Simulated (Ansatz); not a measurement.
Basis-set extrapolation for CH9NO2Si2 (`CO[SiH2]N[SiH2]O`) (PBE0-D4/def2-TZVP geometry, frozen core, Ansatz 0.2.0). Multiplicity 1, RHF reference.

```
                      def2-TZVPP   def2-QZVPP
                 HF  -825.433946  -825.465229
    MP2 correlation    -1.109604    -1.194055
CCSD(T) correlation    -1.202409      not run
```

Energies in hartree. Use E(X) = E(∞) + A·exp(−7.88·√X) for Hartree–Fock and E(X) = E(∞) + B·X^(−2.97) for correlation, with X = 3 and 4, and add CCSD(T) minus MP2 of the smaller set to the MP2 limit.

Problem. What is the CCSD(T) energy at the basis-set limit?

Solution. HF limit: -825.465229 + (-0.031283) × 0.13774 = -825.46954. MP2 limit: -1.194055 + (-0.084451) × 0.74074 = -1.25661. Higher-order term: -1.202409 − (-1.109604) = -0.09281. Total: -826.81896 hartree, 479.4 kJ/mol below CCSD(T)/def2-TZVPP.
